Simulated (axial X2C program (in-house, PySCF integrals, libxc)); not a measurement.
## Spin–orbit effects along a row: molecules with Se (ions), HF

Computed with an in-house relativistic program for diatomic molecules, spin-free (one-electron X2C) or two-component (2c: spin–orbit coupling with atomic mean-field Coulomb and Gaunt terms, which also bring small scalar terms), in Dyall basis sets with cores contracted in-house; open shells are unrestricted.

Basis sets: B dyall-av3z, Be dyall-av3z, C dyall-av3z, F dyall-av3z, Li dyall-av3z, N dyall-av3z, Se dyall-acv3z.

| molecule | spin-free state | Re (Å) | ωe (cm⁻¹) | De (eV) | 2c state | Re 2c (Å) | ωe 2c (cm⁻¹) | De 2c (eV) |
| --- | --- | --- | --- | --- | --- | --- | --- | --- |
| LiSe⁻ | M_S = 0, Λ = 0 | 2.179 | 591.3 | 0.98 | Ω = 0 | 2.181 | 589.4 | 0.90 |
| BeSe⁻ | M_S = 1/2, Λ = 0 | 1.943 | 772.6 | 2.62 | Ω = 1/2 | 1.943 | 771.7 | 2.53 |
| BSe⁻ | M_S = 0, Λ = 0 | 1.829 | 832.2 | 3.58 | Ω = 0 | 1.830 | 831.4 | 3.45 |
| CSe⁻ | M_S = 1/2, Λ = 1 | 1.783 | 819.4 | 2.22 | Ω = 1/2 | 1.784 | 818.1 | 2.16 |
| SeN⁻ | M_S = 1, Λ = 0 | 1.785 | 681.0 | 0.78 | Ω = 1 | 1.786 | 679.2 | 0.69 |
| SeF⁻ | M_S = 0, Λ = 0 | 1.811 | 590.4 | 1.49 | Ω = 0 | 1.813 | 585.9 | n/a |

Q: Work out the shifts from the spin-free to the two-component result.

A: 

```tsv
molecule	2c state	ΔRe (Å)	Δωe (cm⁻¹)	ΔDe (eV)
LiSe⁻	Ω = 0	0.002	-1.9	-0.08
BeSe⁻	Ω = 1/2	0.000	-0.9	-0.09
BSe⁻	Ω = 0	0.001	-0.8	-0.13
CSe⁻	Ω = 1/2	0.001	-1.3	-0.06
SeN⁻	Ω = 1	0.001	-1.8	-0.09
SeF⁻	Ω = 0	0.002	-4.5	n/a
```

Shifts of one unit in the last digit are rounding.

Fragments in 2c: Se- + Li, Se- + Be, Se- + B, Se- + C, Se- + N, Se + F-. Each entry is the lowest single determinant of a limited PBE0 search at one distance. De goes to single-determinant-based atoms at the same level (for ions the charge split of lowest energy) and is withheld (n/a) where an atom does not fit its ground term or J level. Main or longest-lived isotopes. One determinant is a doubtful description, or other states lie close, for SeN⁻; these need not be ground states, and all values refer to the states named. Some open-shell Ω = 0 determinants are out of reach, so the Ω given for SeN⁻ need not be the lowest component. With several unpaired electrons the Ω given is that of one determinant, not necessarily of the lowest component. Some light 2c atoms are not at their ground J level, so De misses part of their lowering (0.04 eV or less).
